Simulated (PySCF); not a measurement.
PySCF input:

```python
from pyscf import gto, scf, dft

mol = gto.M(
    atom='''
    Al   -0.00000000   -0.00000000   -0.11472573
    H     0.00000000    0.00000000    1.49143454
    ''',
    basis='def2-tzvpd',
    charge=-1,
    spin=1,
    symmetry='C2v',
    verbose=4,
)

mf = dft.UKS(mol, xc='m062x').density_fit(auxbasis='def2-universal-jkfit')
mf.grids.level = 4
mf.conv_tol = 1e-9
mf.max_cycle = 100
mf.max_memory = 1500
mf.kernel()
if not mf.converged:
    mf = mf.newton()
    mf.kernel(mf.make_rdm1())
mf.analyze()
```

Task: Which total energy does the run end on?

Result: -242.95168 Eh (M06-2X/def2-TZVPD).

This state (charge -1, doublet) is run at the relaxed geometry of the species with charge 0 and multiplicity 3.
